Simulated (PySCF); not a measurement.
## Do core-level shifts follow atomic charges?

C4H11AlO.
Structure used (PBE0-D3(BJ)/def2-SVP), in Å, numbered top down from 1:
```
atom  x, y, z in Å
C1    -1.457    0.261    0.920
C2    -1.915   -0.374   -0.389
C3    -0.913   -0.331   -1.541
C4     0.363   -1.140   -1.348
O5     1.200   -0.652   -0.348
Al6    1.631    0.822    0.385
H7    -2.289    0.353    1.635
H8    -0.675   -0.336    1.414
H9    -1.078    1.287    0.753
H10   -2.199   -1.424   -0.199
H11   -2.839    0.129   -0.720
H12   -1.410   -0.705   -2.453
H13   -0.639    0.719   -1.758
H14    0.092   -2.186   -1.103
H15    0.908   -1.181   -2.310
H16    2.383    0.689    1.769
H17    1.362    2.213   -0.337
```

Binding energies: PySCF 2.14.0, delta-SCF UKS SCAN, pcX-2 on the ionised atom, pcseg-1 elsewhere, spin-free X2C. Charges: PBE0/pcSseg-1 ground-state density, for the ionised atom.

```csv
atom,environment,C 1s (eV),Mulliken (e),IAO (e),Hirshfeld (e),ESP (e)
C3,chain CH2 carbon,290.54,-0.315,-0.263,-0.072,-0.092
C2,chain CH2 carbon,290.72,-0.255,-0.245,-0.061,+0.178
C1,methyl carbon,290.78,-0.353,-0.402,-0.108,-0.204
C4,sp3 carbon bound to oxygen,291.96,+0.157,-0.029,+0.004,+0.192
```

Give the correlation coefficient and slope of binding energy on charge for each scheme.

Mulliken: r = 0.97, slope 2.7 eV per e; Hirshfeld: r = 0.86, slope 11.8 eV per e; IAO: r = 0.84, slope 3.5 eV per e; ESP: r = 0.58, slope 1.9 eV per e. Mulliken charges have the highest r, on only 4 points.

The point-charge model writes a binding energy as kq + V + constant, with V the potential of the other atoms' charges at the site. What does it give with the Mulliken charges?

V = Σ 14.40 eV Å × q/r over all other atoms: +2.97 eV at C3, +1.37 eV at C2, +3.99 eV at C1, -3.93 eV at C4. Fitting binding energy − V to q gives k = 17.5 eV per e and leaves an rms residual of 0.33 eV, against 0.13 eV for the fit on q alone. The model has no term for differences in relaxation between sites.

Geometry: PBE0-D3(BJ)/def2-SVP, one conformer, isolated molecule.
